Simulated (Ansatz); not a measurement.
Ansatz results at the PBE0-D4/def2-TZVP geometry: size of the dipole moment (ωB97M-V/def2-TZVPP) 1.23 D; LUMO energy (PBE/def2-TZVPP) -1.04 eV; HOMO energy (B3LYP/def2-TZVPP) -6.97 eV.

**Question.** Which molecule gave them?
A. `[GeH3][S][GeH3]`
B. `[CH3][Zn][S][Si](F)(F)F`
C. `Sc1ccccc1`
D. `CSC`

**Answer.** A. The others give `[CH3][Zn][S][Si](F)(F)F`: 2.93, -1.56, -7.85; `Sc1ccccc1`: 1.07, -1.30, -6.14; `CSC`: 1.51, 0.07, -6.01.

B3LYP here is the variant with VWN-RPA as its local correlation; programs differ in this.
